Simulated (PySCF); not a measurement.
All values below come from PBE-D3(BJ)/def2-TZVP // PBE-D3(BJ)/def2-SVP (PySCF). Isolated molecules, 0 K electronic values unless said otherwise. Excitations are Tamm–Dancoff values on a coarser integration grid. The basis has no diffuse functions, so Rydberg states are missing or too high.

Reference species (SMILES): `C#Cc1cc2cccc([SiH3])c2s1` (neutral, multiplicity 1).

| Property | Value |
|---|---|
| HOMO–LUMO gap | 3.11 eV |
| brightest of the four lowest singlets (TDA) | 4.49 eV |

Changed species: `C#Cc1cc2c([SiH3])cccc2s1`.

Q: Predict the effect on the HOMO–LUMO gap and brightest of the four lowest singlets (TDA).

A: the HOMO–LUMO gap falls by 0.07 eV, to 3.04 eV; the brightest of the four lowest singlets (TDA) hardly moves.
